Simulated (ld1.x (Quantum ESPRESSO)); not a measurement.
An all-electron radial function and its pseudo partner (technetium (Tc))

Columns: radius, all-electron u(r) and pseudo u(r) of the 5s shell (level -11.73 eV) of technetium in the configuration [Kr] 4d5 5s1 5p0; LDA (PZ), scalar-relativistic, TM scheme, ld1.x (Quantum ESPRESSO) 7.5.

```csv
r (bohr),all-electron,pseudo
0.163,-0.0277,0.0163
0.325,0.1995,0.0338
0.488,-0.0101,0.0542
0.650,-0.2401,0.0787
0.813,-0.3212,0.1094
0.975,-0.2665,0.1476
1.138,-0.1336,0.1955
1.300,0.0268,0.2530
1.463,0.1856,0.3201
1.625,0.3247,0.3929
1.788,0.4393,0.4671
1.950,0.5269,0.5350
2.113,0.5901,0.5912
2.275,0.6311,0.6308
2.438,0.6537,0.6536
2.600,0.6608,0.6608
2.763,0.6556,0.6556
2.925,0.6409,0.6409
3.088,0.6187,0.6187
3.250,0.5913,0.5913
3.413,0.5601,0.5601
3.575,0.5268,0.5268
3.738,0.4920,0.4920
3.900,0.4571,0.4571
4.063,0.4223,0.4223
4.225,0.3886,0.3886
```

Question: How many radial nodes do the two functions have?

Answer: The all-electron 5s function has n − l − 1 = 4 (the table is too coarse to show those close to the nucleus); the pseudo-wave has 0, since the states of the same l below it are removed with the core.

Question: At about which radius was the pseudo-wave matched?

Answer: 2.75 bohr. The columns agree to 0.0005 from 2.27 bohr on; several derivatives are matched, so the curves merge somewhat inside the radius.

Question: Is the pseudo-wave norm-conserving?

Answer: Yes: the TM scheme keeps the norm inside the radius equal to the all-electron one, which fixes the energy derivative of the logarithmic derivative at the level.
